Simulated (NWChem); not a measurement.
System: BAsH₄; SMILES [AsH2]B

Here is an NWChem input.

```
start job
memory heap 200 mb stack 900 mb global 1100 mb
geometry units angstroms noautosym nocenter noautoz
  B      0.006921     1.661155     0.000000
  As     0.005689    -0.321521     0.000000
  H      0.961989    -0.598723    -1.140667
  H      0.961989    -0.598723     1.140667
  H     -0.076904     2.254665     1.047250
  H     -0.076904     2.254665    -1.047250
end
basis spherical
  * library def2-tzvp
end
dft
  xc pbe0
  iterations 150
end
property
  efieldgrad
end
task dft property
```

All runs use the structure optimised with PBE0/def2-SVP.

Vzz is the largest principal value of the second derivative of the potential at the nucleus (NWChem prints the opposite sign); η is the asymmetry. Non-relativistic.

Atoms are numbered as in the input.

Task: What results follow from this input? (PBE0/def2-TZVP.) Quantities: Vzz B1 (a.u.); η B1; Vzz As2 (a.u.); η As2.

Result: 
- Vzz B1 (a.u.): 0.564
- η B1: 0.19
- Vzz As2 (a.u.): -2.066
- η As2: 0.58
